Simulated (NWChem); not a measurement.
# C₃H₄BrF; SMILES C/C(F)=C\Br

This build's default masses of Se (78.918 u) and Br (79.917 u) are each other's, which moves their modes by up to 0.6 %.

**Question.** Give the equilibrium geometry at B3LYP/6-31G* (spherical d) (NWChem) as an XYZ file, with the point group.

**Answer.** point group Cs; any orientation.
```
9

C     -1.4460     1.5992     0.0000
C      0.0318     1.4215     0.0000
F      0.6962     2.6049     0.0000
C      0.7805     0.3189     0.0000
Br     0.0699    -1.4449     0.0000
H     -1.7540     2.1711     0.8837
H     -1.9630     0.6388     0.0000
H     -1.7540     2.1711    -0.8837
H      1.8613     0.3613     0.0000
```
